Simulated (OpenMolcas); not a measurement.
## Co²⁺: from CASSCF to CASPT2

* Program: OpenMolcas
* Basis: ANO-RCC-VTZP [6s5p3d2f1g]
* Scalar Hamiltonian: DKH2, point nucleus
* Active space: 7 electrons in 6 orbitals (3d 4s)
* State averaging: 2S+1 = 4 even, 50 roots; 2S+1 = 6 even, 5 roots kept (CI in the orbitals of an earlier block); 2S+1 = 2 even, 110 roots kept (CI in the orbitals of an earlier block)
* Spin-orbit coupling: state interaction with AMFI integrals over the reference wave functions, term energies averaged over their components

Methods on the same reference wave functions:
A. CASSCF
B. SS-CASPT2, IPEA 0.25 Eh, imaginary shift 0.1 Eh (closed shells correlated: 3s 3p)
C. MS-CASPT2, IPEA 0.25 Eh, imaginary shift 0.1 Eh (closed shells correlated: 3s 3p)
D. XMS-CASPT2, IPEA 0.25 Eh, imaginary shift 0.1 Eh (closed shells correlated: 3s 3p)

Energies in cm⁻¹ above 3d⁷ ⁴F_9/2, the measured ground level; measured values from Sugar and Corliss, J. Phys. Chem. Ref. Data 10, 1097 (1981).

```
           Level      A      B      C      D  Measured
      3d⁷ ⁴F_9/2    0.0    0.0    0.0    0.0       0.0
      3d⁷ ⁴F_7/2    930    936    936    932       841
      3d⁷ ⁴F_5/2   1615   1615   1615   1612      1451
      3d⁷ ⁴F_3/2   2085   2080   2080   2080      1867
      3d⁷ ⁴P_5/2  20230  15210  15210  14920     15202
      3d⁷ ²G_9/2  20256  16640  16640  18730     16978
      3d⁷ ⁴P_3/2  20546  15400  15400  15230     15428
      3d⁷ ⁴P_1/2  20980  15910  15910  15670     15811
      3d⁷ ²G_7/2  21148  17530  17530  19640     17766
      3d⁷ ²P_3/2  26793  19460  19460  21330     20195
     3d⁷ ²H_11/2  26937  22700  22700  24390     22720
      3d⁷ ²H_9/2  27725  23500  23500  25200     23434
      3d⁷ ²P_1/2  27730  20220  20220  22170          
   3d⁶ 4s ⁶D_9/2  28335  46720  46720  51990     46438
   3d⁶ 4s ⁶D_7/2  28887  47270  47270  52550     47003
   3d⁷ ²D_5/2(1)  29182  22690  22690  24410     23059
   3d⁶ 4s ⁶D_5/2  29300  47680  47680  52960     47415
   3d⁶ 4s ⁶D_3/2  29588  47970  47970  53240     47699
   3d⁶ 4s ⁶D_1/2  29758  48140  48140  53410     47865
   3d⁷ ²D_3/2(1)  30572  23990  23990  25750     24237
3d⁶ 4s ⁴D_7/2(1)  38561  54450  54450  59090          
3d⁶ 4s ⁴D_5/2(1)  39205  55090  55090  59740          
3d⁶ 4s ⁴D_3/2(1)  39638  55520  55520  60170          
3d⁶ 4s ⁴D_1/2(1)  39890  55770  55770  60420
```

Deviations, from unrounded energies. A percentage is the sum of absolute deviations over the sum of measured energies, with the sign that they share, or ± where signs differ.

| Against measurement | Levels | A | B | C | D |
| --- | --- | --- | --- | --- | --- |
| mean absolute deviation (cm-1) | 18 | 7800 | 220 | 220 | 2200 |
| fine structure of the ground term (%) | 3 | +11.3 | +11.3 | +11.3 | +11.1 |
| other terms of the ground configuration (%) | 10 | +25.4 | ±1.1 | ±1.1 | ±6.0 |
| other configurations (%) | 5 | -38.3 | +0.6 | +0.6 | +11.7 |

B, C lie about equally close to measurement and A furthest from it. The largest miss of C in the table is 3d⁷ ²P_3/2, by -730 cm-1. The ranking rests on the paired levels alone, and a cruder setting can come out closer through cancelling errors.

Among B to D the level of the table that moves most is 3d⁶ 4s ⁶D_1/2, by 5300 cm-1 (lowest in B, highest in D). Moves below CASPT2's spread within the term are not significant.

The two smallest mean deviations differ by little beside CASPT2's spread within terms, so their order carries little weight.

From A to B the spin-free energies of the other terms of 3d⁷ shown, above ⁴F, scale by factors of 0.71 to 0.84, as is usual when dynamic correlation screens the repulsion within a d or f shell.

The lowest spin-free term lies below A's lowest term by 0.531 hartree in B, 0.531 hartree in C, 0.562 hartree in D.

CASPT2 breaks the degeneracy within a term, and the mean is taken; among the terms shown or strongly mixed into the levels shown the widest spread is 1900 cm-1 (3d⁷ ⁴F, C). Terms from blocks run as CI alone lack orbitals of their own. A single d shell beside an s shell can misplace configurations of different d count against each other. Without dynamic correlation excited terms often stand tens of per cent too high (terms of higher spin than the ground term too low), and those without a measured partner can miss by more than the paired ones (holds for A). Some levels mix across a computed gap that differs much from the measured one, so their mixing is not that of the real levels (holds for A). The CASPT2 spread within a term exceeds the gap to the next term for 3d⁷ ²H and 3d⁷ ²D(1), so the order of their levels is uncertain (holds for B; C; D). Blocks of more than 70 roots (2S+1 = 2 even) ran without multistate coupling (holds for C). Computed and measured levels are paired by configuration, term and J; levels that our copy of the source lacks, or whose pairing is in doubt (as where it misses far off the trend of its configuration), stay unpaired and out of the deviations. Levels of configurations outside the active space are missing. The table leaves out levels that lie high or whose names do not pair safely across all columns.

A number in round brackets counts repeated terms of one configuration in the order of the reference energies.
